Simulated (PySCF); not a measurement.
**Working out the ionisation energy of Xe**

Xe [Xe] (1S) → Xe⁺ [Kr] 4d10 5s2 5p5 (2P). Computed with PySCF 2.14 in x2c-SVPall (6s5p3d, 36 functions), with the spin-free X2C one-electron Hamiltonian (Gaussian nucleus). Frozen: [Kr] 4d10. Energies in hartree (1 hartree = 27.21139 eV):

| part | Xe (lower) | Xe⁺ (upper) |
| --- | --- | --- |
| UHF | -7442.665015 | -7442.239044 |
| CCSD correlation | -0.099609 | -0.079268 |
| (T) | -0.000880 | -0.000797 |

Q: What does Hartree-Fock give?

A: (-7442.239044) − (-7442.665015) = 0.425971 hartree = 11.591 eV.

Q: What do CCSD and CCSD(T) give?

A: The CCSD correlation energies differ by 0.020341 hartree = 0.554 eV and the triples by 0.000083 hartree = 0.002 eV, so CCSD gives 12.145 eV and CCSD(T) 12.147 eV.

Measured between the centres of the two terms (NIST): 12.565 eV, so CCSD(T) (valence) is off by -0.418 eV.

A double-zeta basis recovers only part of the correlation energy.

What remains against the reference includes basis incompleteness, the frozen core and higher excitations.
